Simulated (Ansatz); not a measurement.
The pair A = SiH4 (SMILES [SiH4]) (first 5 atoms), B = AsH3 (SMILES [AsH3]); geometry from B3LYP-D3(BJ)/def2-TZVP.
(charge 0, multiplicity 1):
```json
[
 {"atom": "Si", "x (Å)": "0.0047", "y (Å)": "-0.0823", "z (Å)": "0.1973"},
 {"atom": "H", "x (Å)": "0.3140", "y (Å)": "-0.6296", "z (Å)": "-1.1431"},
 {"atom": "H", "x (Å)": "-1.4219", "y (Å)": "0.3073", "z (Å)": "0.2561"},
 {"atom": "H", "x (Å)": "0.8518", "y (Å)": "1.1025", "z (Å)": "0.4583"},
 {"atom": "H", "x (Å)": "0.2739", "y (Å)": "-1.1135", "z (Å)": "1.2247"},
 {"atom": "As", "x (Å)": "0.1119", "y (Å)": "0.4385", "z (Å)": "4.1774"},
 {"atom": "H", "x (Å)": "-0.6262", "y (Å)": "1.0291", "z (Å)": "5.3751"},
 {"atom": "H", "x (Å)": "-0.7231", "y (Å)": "-0.8361", "z (Å)": "4.2204"},
 {"atom": "H", "x (Å)": "-0.8503", "y (Å)": "1.0968", "z (Å)": "3.1939"}
]
```

Frozen-core correlation. Filled d and f shells under p-block atoms count as core. MP2 and its Hartree–Fock in def2-QZVPPD are density fitted.

Codes used: Ansatz (an electronic-structure program) with Gaussian orbitals. Values without a source in brackets are computed.

The counterpoise-corrected interaction energy is E(AB) − E(A in the pair's basis) − E(B in the pair's basis). Total energies (hartree):

| level | AB | A in the pair's basis | B in the pair's basis |
|---|---|---|---|
| HF/def2-TZVPPD | -2527.1887033 | -291.2586297 | -2235.9316781 |
| MP2/def2-TZVPPD | -2527.4941063 | -291.4028184 | -2236.0901382 |
| HF/def2-QZVPPD | -2527.2431448 | -291.2679123 | -2235.9768252 |
| MP2/def2-QZVPPD | -2527.5680897 | -291.4211383 | -2236.1455871 |
| CCSD(T)/def2-TZVPPD | -2527.5606096 | -291.4364654 | -2236.1230696 |

Task: Work out the counterpoise-corrected interaction energy at the basis-set limit: extrapolate the MP2 correlation part as X⁻³, take Hartree–Fock from the larger set, and add the CCSD(T) − MP2 difference of def2-TZVPPD.

Result: 
1. Differences (1 hartree = 627.509 kcal/mol): HF/def2-TZVPPD 1.007; MP2/def2-TZVPPD -0.721; HF/def2-QZVPPD 0.999; MP2/def2-QZVPPD -0.856; CCSD(T)/def2-TZVPPD -0.674.
2. Correlation parts, MP2 less HF: -1.728 in def2-TZVPPD (X = 3), -1.856 in def2-QZVPPD (X = 4).
3. Limit (4³·(-1.856) − 3³·(-1.728))/(4³ − 3³) = -1.948; with HF/def2-QZVPPD it gives -0.949.
4. CCSD(T) less MP2 in def2-TZVPPD: 0.047.
Result: -0.90 kcal/mol, against -0.72 at MP2/def2-TZVPPD. It is an estimate of this method's limit, not of the exact value.
